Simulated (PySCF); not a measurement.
## Electronic structure of Sc (scandium, neutral) at the UHF level

Configuration: [Ar] 3d1 4s2, 2D determinant. Calculation: PySCF 2.14, in x2c-TZVPall (6s5p4d1f, 48 functions); scalar relativity by spin-free X2C-1e.

* Total energy: -763.275899 hartree
* One-electron energy: -1044.8843 hartree
* Hartree (Coulomb) energy: 319.9355 hartree
* Exchange energy: -38.3271 hartree
* ⟨S²⟩: 0.7619
* ⟨L²⟩: 6.050
* Sum of ⟨r⟩: 21.40 bohr
* Sum of ⟨r²⟩: 52.67 bohr²
* Traceless quadrupole moment −½Σ⟨3z² − r²⟩ along its main axis: 0.222 e·bohr²
* Langevin diamagnetic susceptibility: -41.7 ×10⁻⁶ cm³/mol
* Time after the integrals: 0.55 s of wall time on 1 thread of Neoverse-V1 (shared host)

```json
{"shell": "1s β", "electrons": "1", "mean orbital energy (hartree)": "-166.82387", "spread (hartree)": "0", "rms radius, mean of both spins (bohr)": "0.0844"}
{"shell": "1s α", "electrons": "1", "mean orbital energy (hartree)": "-166.82373", "spread (hartree)": "0", "rms radius, mean of both spins (bohr)": "0.0844"}
{"shell": "2s α", "electrons": "1", "mean orbital energy (hartree)": "-19.26697", "spread (hartree)": "0", "rms radius, mean of both spins (bohr)": "0.370"}
{"shell": "2s β", "electrons": "1", "mean orbital energy (hartree)": "-19.25479", "spread (hartree)": "0", "rms radius, mean of both spins (bohr)": "0.370"}
{"shell": "2p α", "electrons": "3", "mean orbital energy (hartree)": "-15.69017", "spread (hartree)": "0.00297", "rms radius, mean of both spins (bohr)": "0.340"}
{"shell": "2p β", "electrons": "3", "mean orbital energy (hartree)": "-15.67793", "spread (hartree)": "0.01771", "rms radius, mean of both spins (bohr)": "0.340"}
{"shell": "3s α", "electrons": "1", "mean orbital energy (hartree)": "-2.61772", "spread (hartree)": "0", "rms radius, mean of both spins (bohr)": "1.15"}
{"shell": "3s β", "electrons": "1", "mean orbital energy (hartree)": "-2.56433", "spread (hartree)": "0", "rms radius, mean of both spins (bohr)": "1.15"}
{"shell": "3p α", "electrons": "3", "mean orbital energy (hartree)": "-1.60838", "spread (hartree)": "0.03494", "rms radius, mean of both spins (bohr)": "1.27"}
{"shell": "3p β", "electrons": "3", "mean orbital energy (hartree)": "-1.54104", "spread (hartree)": "0.05289", "rms radius, mean of both spins (bohr)": "1.27"}
{"shell": "3d α", "electrons": "1", "mean orbital energy (hartree)": "-0.33998", "spread (hartree)": "0", "rms radius, mean of both spins (bohr)": "1.93"}
{"shell": "4s α", "electrons": "1", "mean orbital energy (hartree)": "-0.21777", "spread (hartree)": "0", "rms radius, mean of both spins (bohr)": "4.22"}
{"shell": "4s β", "electrons": "1", "mean orbital energy (hartree)": "-0.20578", "spread (hartree)": "0", "rms radius, mean of both spins (bohr)": "4.22"}
```

Densities and radii are taken from the X2C orbitals without a picture-change correction, which distorts them close to the nucleus.
